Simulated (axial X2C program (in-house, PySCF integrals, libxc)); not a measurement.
**TiBr⁻ along the bond: PBE0, 2c**

Computed with an axial X2C code built on PySCF integrals. Two-component (2c) means X2C with spin–orbit coupling and atomic mean-field two-electron Coulomb and Gaunt terms. Basis: Br dyall-acv3z [9s10p7d5f1g], Ti dyall-acv3z [11s11p7d4f2g] (cores contracted in-house); Gaussian nuclei, density fitting, unrestricted open shells. Masses: Br 78.918 u, Ti 47.948 u.

State: Ω = 2 (⟨Sz⟩ = -1.00, ⟨Lz⟩ = 3.00 at PBE0). Dipoles are positive if Ti is the positive end and refer to the centre of mass.

Results along the bond:

```json
{"R (Å)": "2.194", "μ (D)": "-6.536", "HOMO (eV)": "0.39", "LUMO (eV)": "1.67"}
{"R (Å)": "2.295", "μ (D)": "-6.313", "HOMO (eV)": "0.33", "LUMO (eV)": "1.68"}
{"R (Å)": "2.371", "μ (D)": "-6.098", "HOMO (eV)": "0.29", "LUMO (eV)": "1.69"}
{"R (Å)": "2.446", "μ (D)": "-5.851", "HOMO (eV)": "0.24", "LUMO (eV)": "1.70"}
{"R (Å)": "2.522", "μ (D)": "-5.577", "HOMO (eV)": "0.19", "LUMO (eV)": "1.71"}
{"R (Å)": "2.610", "μ (D)": "-5.228", "HOMO (eV)": "0.12", "LUMO (eV)": "1.72"}
{"R (Å)": "2.699", "μ (D)": "-4.853", "HOMO (eV)": "0.05", "LUMO (eV)": "1.73"}
{"R (Å)": "2.812", "μ (D)": "-4.342", "HOMO (eV)": "-0.04", "LUMO (eV)": "1.74"}
{"R (Å)": "2.951", "μ (D)": "-3.685", "HOMO (eV)": "-0.16", "LUMO (eV)": "1.74"}
```

One determinant describes the state; a PBE0 search over occupations chose it and may have missed a lower one. Density functionals use the spin component along the axis (collinear). Other states lie close and PBE0, whose exact exchange favours high spin, may order them wrongly; the determinant shown need not be the ground state. The nearest other 2c determinant of the search, Ω = 4, lies 0.05 eV up at the distance of the search. The functionals have no current-density term, which raises determinants with orbital currents, atoms included. With several unpaired electrons one determinant need not be a pure state. The highest occupied level of some functionals is positive through self-interaction error; at Hartree–Fock it is bound. The determinant is spin-polarised beyond a pure state at some levels (its spin-free form has ⟨S²⟩ too high), which makes Re and μ there less reliable. The LUMO of an anion is an unbound level whose energy the basis sets.
